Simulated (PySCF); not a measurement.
Species: C₄H₁₁ClSi.
Bonds: C1–Si2, Si2–C3, C3–C4, C3–C5, C3–Cl6. Hydrogens: H7, H8, H9 on C1; H10, H11 on Si2; H12, H13, H14 on C4; H15, H16, H17 on C5.

All values: PBE0/pcSseg-1 and CAM-B3LYP/def2-SVPD (PySCF, non-relativistic), on one gas-phase PBE0-D3(BJ)/def2-SVP geometry that isn't relaxed in the solvent. The solvent is an IEF-PCM continuum (van der Waals radii × 1.2). The model holds no explicit solvent molecules, cavitation or dispersion.

Gas phase at PBE0/pcSseg-1: HOMO -7.82 eV, LUMO 0.46 eV, dipole 1.82 D.

What does the continuum do to the energy, the frontier levels and the dipole at PBE0/pcSseg-1 in chloroform?

| solvent | ε | E(solvent) − E(gas) (kcal/mol) | polarisation term (kcal/mol) | distortion of the solute (kcal/mol) | HOMO (eV) | LUMO (eV) | dipole (D) |
| --- | --- | --- | --- | --- | --- | --- | --- |
| chloroform | 4.711 | -1.91 | -2.13 | 0.22 | -7.83 | 0.48 | 2.33 |

The first energy column is the sum of the next two and covers electrostatics alone.

Which radius a makes the point-dipole formula ΔE = −[(ε − 1)/(2ε + 1)]·μ²/a³ give the value in chloroform, with the gas-phase dipole?

μ = 0.717 au and |ΔE| = 0.00304 Eh give a = 2.07 Å; the farthest nucleus lies 3.37 Å from the centroid of the nuclei, so such a sphere wouldn't even hold the nuclei. The formula assumes a rigid point dipole at the centre of a sphere.

Which Hirshfeld charges (PBE0/pcSseg-1) respond most in chloroform (means over atoms taken as equivalent)?

```tsv
atoms	environment	gas (e)	solvent (e)	change
Cl6	alkyl chlorine	-0.061	-0.082	-0.021
H12 (×6)	methyl hydrogen	+0.043	+0.045	+0.002
C3	sp3 C–Cl carbon	-0.022	-0.020	+0.002
Si2	SiH2 silicon	+0.322	+0.323	+0.001
H10/H11	Si–H hydrogen	-0.083	-0.085	-0.002
H7/H8/H9	methyl hydrogen	+0.043	+0.045	+0.002
C1	Si-methyl carbon	-0.211	-0.211	0.000
C4/C5	methyl carbon	-0.123	-0.123	0.000
```

How do the nuclear quadrupole coupling constants eQVzz/h respond in chloroform?

```csv
nucleus,Q (barn),gas (MHz),solvent (MHz),η gas,η solvent
35Cl at Cl6,-0.0817,-71.21,-68.79,0.04,0.04
```

Gas phase at CAM-B3LYP/def2-SVPD: HOMO -9.19 eV, LUMO 1.08 eV, dipole 1.83 D.

What does the continuum do to the energy, the frontier levels and the dipole at CAM-B3LYP/def2-SVPD in chloroform?

| solvent | ε | E(solvent) − E(gas) (kcal/mol) | polarisation term (kcal/mol) | distortion of the solute (kcal/mol) | HOMO (eV) | LUMO (eV) | dipole (D) |
| --- | --- | --- | --- | --- | --- | --- | --- |
| chloroform | 4.711 | -1.98 | -2.24 | 0.26 | -9.18 | 1.13 | 2.39 |

The atom shares or the degeneracy of the LUMO differ from the gas phase in chloroform, so that column needn't follow one orbital.

How does the static polarisability (CAM-B3LYP/def2-SVPD, frozen core, with the continuum's full static response) change?

```csv
medium,isotropic (au),principal values (au),⟨r²⟩ of the electrons (bohr²)
gas,90.7,"84.5, 92.2, 95.4",997.1
chloroform,113.7,"106.7, 116.0, 118.4",997.0
```

The isotropic value in chloroform is 1.25 times the gas-phase one; no cavity-field correction is applied. ⟨r²⟩ is taken about the centre of nuclear charge.

Conformer computed: `[CH3:1][SiH2:2][C:3]([CH3:4])([CH3:5])[Cl:6]`: C1–Si2–C3–C4 56°.
